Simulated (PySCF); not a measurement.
# Excitation energy of Te by level of theory

Te [Kr] 4d10 5s2 5p4 (3P) → Te [Kr] 4d10 5s1 5p5, s spin flipped, as a difference of total energies. All numbers are calculated (PySCF 2.14, no relativity, point nucleus, in dyall-av2z). Correlated levels: valence: [Kr] 4d10 frozen; virtual orbitals above 40 to 60 times the deepest correlated orbital energy dropped. The calculations carry no spin-orbit coupling.

```json
{"method": "UHF", "excitation energy (eV)": "11.132"}
{"method": "MP2 (valence)", "excitation energy (eV)": "9.704"}
{"method": "SCS-MP2 (valence)", "excitation energy (eV)": "9.496"}
```

Q: How much does correlation contribute at MP2 (valence)?

A: 9.704 − (11.132) = -1.428 eV, measured against UHF.

The upper determinant mixes two multiplicities, so it lies between the two terms.

The upper state lies above the first ionisation limit, but in LS coupling its spin forbids autoionisation to the ground ion; at this Z spin-orbit coupling breaks that rule.

The coupled-cluster amplitudes are large for the upper state (T1 above 0.03 or a double amplitude above 0.15), so a single reference is strained.
